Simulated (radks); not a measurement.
Results of a calculation; reference values are marked as such.
Valence configurations of Lu III (all share [Xe]). Level of theory: Dirac Kohn-Sham, PBE, spin-unpolarised, spherical densities, point nucleus; open shells fill j = l - 1/2 first (a radial shooting solver on a logarithmic mesh with Libxc functionals). Energies are relative to 4f14 6s1; eigenvalues in eV.

valence               E (eV)  e(4f5/2)  e(4f7/2)  e(5d3/2)  e(6p1/2)  e(6s1/2)
4f14 6s1               0.000   -27.689   -26.163         -         -   -17.577
4f14 5d1               0.840   -24.994   -23.470   -15.266         -         -
4f14 6s0.5 6p0.5       2.371   -28.279   -26.752         -   -13.161   -17.914
4f14 6p1               4.752   -28.864   -27.337         -   -13.476         -
4f13.5 5d0.5 6s1       5.225   -31.359   -29.795   -17.963         -   -17.993
4f13 5d1 6s1          11.862   -35.201   -33.598   -18.850         -   -18.376
4f13 5d1 6s0.5 6p0.5  14.359   -35.773   -34.170   -19.302   -13.690   -18.697
4f13 6s1 6p1          18.007   -39.475   -37.869         -   -14.935   -20.233
4f12 5d2 6s1          29.724   -43.344   -41.663   -20.583         -   -19.055
4f11 5d3 6s1          54.222   -52.038   -50.278   -22.267         -   -19.633

NIST lists [Xe] 4f14 6s1 as the ground configuration; this level of theory agrees among the configurations tried. The energies are those of spherical spin-averaged densities, not of single terms.
